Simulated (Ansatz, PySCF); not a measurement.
Breaking a bond: GeH, doublet.

- UKS-B3LYP/6-31G* = unrestricted B3LYP/6-31G*, spherical d (PySCF)
- UCCSD = CCSD on UHF/aug-cc-pVTZ, cores with 3d frozen run with Ansatz (an electronic-structure program)
- ROCCSDT(Q) = CCSDT(Q)/B on ROHF/aug-cc-pVTZ, cores with 3d frozen run with Ansatz

Total energies in hartree (comparable only within one method and basis):

```json
[
 {"R / Å": "1.09", "UKS-B3LYP/6-31G*": "-2077.14033", "UCCSD": "-2075.88032", "ROCCSDT(Q)": "-2075.88333"},
 {"R / Å": "1.17", "UKS-B3LYP/6-31G*": "-2077.19884", "UCCSD": "-2075.93896", "ROCCSDT(Q)": "-2075.94191"},
 {"R / Å": "1.26", "UKS-B3LYP/6-31G*": "-2077.24231", "UCCSD": "-2075.98225", "ROCCSDT(Q)": "-2075.98517"},
 {"R / Å": "1.31", "UKS-B3LYP/6-31G*": "-2077.25895", "UCCSD": "-2075.99863", "ROCCSDT(Q)": "-2076.00158"},
 {"R / Å": "1.37", "UKS-B3LYP/6-31G*": "-2077.27353", "UCCSD": "-2076.01283", "ROCCSDT(Q)": "-2076.01583"},
 {"R / Å": "1.42", "UKS-B3LYP/6-31G*": "-2077.28207", "UCCSD": "-2076.02101", "ROCCSDT(Q)": "-2076.02406"},
 {"R / Å": "1.49", "UKS-B3LYP/6-31G*": "-2077.28972", "UCCSD": "-2076.02811", "ROCCSDT(Q)": "-2076.03123"},
 {"R / Å": "1.52", "UKS-B3LYP/6-31G*": "-2077.29175", "UCCSD": "-2076.02990", "ROCCSDT(Q)": "-2076.03305"},
 {"R / Å": "1.58", "UKS-B3LYP/6-31G*": "-2077.29398", "UCCSD": "-2076.03166", "ROCCSDT(Q)": "-2076.03488"},
 {"R / Å": "1.62", "UKS-B3LYP/6-31G*": "-2077.29435", "UCCSD": "-2076.03172", "ROCCSDT(Q)": "-2076.03500"},
 {"R / Å": "1.71", "UKS-B3LYP/6-31G*": "-2077.29264", "UCCSD": "-2076.02940", "ROCCSDT(Q)": "-2076.03281"},
 {"R / Å": "1.78", "UKS-B3LYP/6-31G*": "-2077.28949", "UCCSD": "-2076.02587", "ROCCSDT(Q)": "-2076.02939"},
 {"R / Å": "1.91", "UKS-B3LYP/6-31G*": "-2077.28091", "UCCSD": "-2076.01679", "ROCCSDT(Q)": "-2076.02057"},
 {"R / Å": "2.05", "UKS-B3LYP/6-31G*": "-2077.26940", "UCCSD": "-2076.00509", "ROCCSDT(Q)": "-2076.00921"},
 {"R / Å": "2.19", "UKS-B3LYP/6-31G*": "-2077.25692", "UCCSD": "-2075.99255", "ROCCSDT(Q)": "-2075.99734"},
 {"R / Å": "2.42", "UKS-B3LYP/6-31G*": "-2077.23653", "UCCSD": "-2075.97249", "ROCCSDT(Q)": "-2075.97880"},
 {"R / Å": "2.65", "UKS-B3LYP/6-31G*": "-2077.21921", "UCCSD": "-2075.95560", "ROCCSDT(Q)": "-2075.96306"},
 {"R / Å": "3.00", "UKS-B3LYP/6-31G*": "-2077.20272", "UCCSD": "-2075.93869", "ROCCSDT(Q)": "-2075.94594"},
 {"R / Å": "3.31", "UKS-B3LYP/6-31G*": "-2077.19489", "UCCSD": "-2075.93172", "ROCCSDT(Q)": "—"},
 {"R / Å": "3.78", "UKS-B3LYP/6-31G*": "-2077.18921", "UCCSD": "-2075.92808", "ROCCSDT(Q)": "—"},
 {"R / Å": "4.39", "UKS-B3LYP/6-31G*": "-2077.18676", "UCCSD": "-2075.92693", "ROCCSDT(Q)": "—"},
 {"R / Å": "5.14", "UKS-B3LYP/6-31G*": "-2077.18604", "UCCSD": "-2075.92662", "ROCCSDT(Q)": "—"}
]
```

Dashes: no converged value, or the column stops at the first point that the program doubted or that broke a chosen test of continuity, which isn't proof of a fault.

The unrestricted determinant behind UKS-B3LYP/6-31G* is spin-contaminated at 2.65 to 5.14 Å (<S²> up to 1.8, against 0.75 for a pure doublet). The unrestricted determinant behind UCCSD is spin-contaminated at 1.09, 2.19 to 5.14 Å (<S²> up to 1.8, against 0.75 for a pure doublet). The T1 diagnostic of CCSD on the restricted reference of ROCCSDT(Q) exceeds 0.045 at 2.65 to 3.00 Å.
